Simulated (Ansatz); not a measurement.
Molecule: C2H8O2Te, net charge 0, singlet state. SMILES: C[Te](C)(O)O
Structure (B3LYP-D3(BJ)/def2-TZVP (Ansatz, a quantum-chemistry and plane-wave program) minimum search):
```xyz
13

O     -0.1716    -0.5182     1.9982
Te     0.0277     0.3171     0.0990
C      1.4858    -1.1888    -0.2271
C     -1.6647    -0.8557    -0.4113
O      0.1860     0.6824    -1.9469
H     -0.1382     0.1698     2.6711
H      1.4186    -1.4734    -1.2729
H      2.4654    -0.7693    -0.0106
H      1.2616    -2.0004     0.4587
H     -2.5536    -0.2386    -0.3041
H     -1.5381    -1.1608    -1.4458
H     -1.6951    -1.6878     0.2859
H      0.2952     1.6250    -2.1107
```
Charge 0, spin multiplicity 1.

Quantity: vertical ionisation energy (to the doublet state of charge +1; each state is the SCF solution reached for its spin; the UHF <S^2> is 0.95 for the doublet (pure: 0.75)), in eV. Correlated levels leave the core frozen unless marked. UHF or UKS for open shells. No spin-orbit coupling. The frozen core is the preceding noble-gas configuration, with the filled d and f shells of earlier blocks. In def2 rows, elements after Kr have scalar-relativistic effective core potentials. Basis-set limits of correlation are two-point, X^-3; Hartree-Fock from the larger set. The bracket is a focal-point correction in the basis named.

```json
[
 {"level": "HF/def2-SVPD", "program": "Ansatz", "vertical ionisation energy (eV)": "8.00"},
 {"level": "HF/def2-TZVPPD", "program": "Ansatz", "vertical ionisation energy (eV)": "7.90"},
 {"level": "SVWN5/def2-TZVPD", "program": "Ansatz", "vertical ionisation energy (eV)": "8.97"},
 {"level": "PBE/def2-TZVPD", "program": "Ansatz", "vertical ionisation energy (eV)": "8.71"},
 {"level": "r2SCAN/def2-TZVPD", "program": "Ansatz", "vertical ionisation energy (eV)": "8.74"},
 {"level": "B3LYP/def2-TZVPD", "program": "Ansatz", "vertical ionisation energy (eV)": "8.90"},
 {"level": "PBE0/def2-TZVPD", "program": "Ansatz", "vertical ionisation energy (eV)": "8.84"},
 {"level": "BHLYP/def2-TZVPD", "program": "Ansatz", "vertical ionisation energy (eV)": "8.85"},
 {"level": "CAM-B3LYP/def2-TZVPD", "program": "Ansatz", "vertical ionisation energy (eV)": "9.05"},
 {"level": "wB97M-V/def2-TZVPD", "program": "Ansatz", "vertical ionisation energy (eV)": "9.04"},
 {"level": "wB97X-V/def2-TZVPD", "program": "Ansatz", "vertical ionisation energy (eV)": "9.03"},
 {"level": "B2PLYP/def2-TZVPD", "program": "Ansatz", "vertical ionisation energy (eV)": "9.02"},
 {"level": "MP2/def2-SVPD", "program": "Ansatz", "vertical ionisation energy (eV)": "9.64"},
 {"level": "MP2/def2-TZVPPD", "program": "Ansatz", "vertical ionisation energy (eV)": "9.72"},
 {"level": "RI-MP2/def2-TZVPPD", "program": "Ansatz", "vertical ionisation energy (eV)": "9.72"},
 {"level": "RI-MP2/def2-QZVPPD", "program": "Ansatz", "vertical ionisation energy (eV)": "9.80"},
 {"level": "RI-MP2/CBS(def2-TZVPPD,def2-QZVPPD)", "program": "Ansatz", "vertical ionisation energy (eV)": "9.85"},
 {"level": "SCS-MP2/def2-SVPD", "program": "Ansatz", "vertical ionisation energy (eV)": "9.58"},
 {"level": "CCSD/def2-TZVPPD", "program": "Ansatz", "vertical ionisation energy (eV)": "9.00"},
 {"level": "RI-MP2/CBS(def2-TZVPPD,def2-QZVPPD)+[CCSD(T)-MP2]/def2-SVPD", "program": "Ansatz", "vertical ionisation energy (eV)": "9.20"},
 {"level": "RI-MP2/CBS(def2-TZVPPD,def2-QZVPPD)+[CCSD(T)-MP2]/def2-TZVPPD", "program": "Ansatz", "vertical ionisation energy (eV)": "9.19"}
]
```
